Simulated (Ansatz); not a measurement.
Compare A (`CC(C)O[SiH3]`) with its isomer B (`OCCC[SiH3]`).

Calculated with Ansatz (gas phase, PBE0-D4/def2-TZVP geometries, no zero-point term in ΔE). CCSD(T)/CBS adds triple-zeta CCSD(T) − MP2 to the extrapolated MP2 energy (def2 sets, frozen cores). Functionals use def2-TZVPP. One conformer a species, not always the lowest.

Problem. Which is lower in electronic energy at CCSD(T)/CBS, and by how much? (An estimate is asked.)

Solution. The calculation gave: A, by 26.9 kcal/mol.

Problem. Give E(B) − E(A) in kcal/mol with B2PLYP, ωB97M-V, MP2/def2-TZVPP, CCSD/def2-TZVPP, PBE0-D4, HF/def2-TZVPP, PBE-D4. (An estimate is asked.)

Solution. Computed: B2PLYP 28.1, ωB97M-V 26.5, MP2/def2-TZVPP 27.5, CCSD/def2-TZVPP 27.2, PBE0-D4 24.6, HF/def2-TZVPP 30.9, PBE-D4 23.9. None reverses the order clearly.

Largest T1 diagnostic: 0.010.

In def2-TZVPP, CCSD(T) changes the Hartree–Fock value by −4.1 kcal/mol (the triples alone add −0.4 kcal/mol) and MP2 by −3.4 kcal/mol.
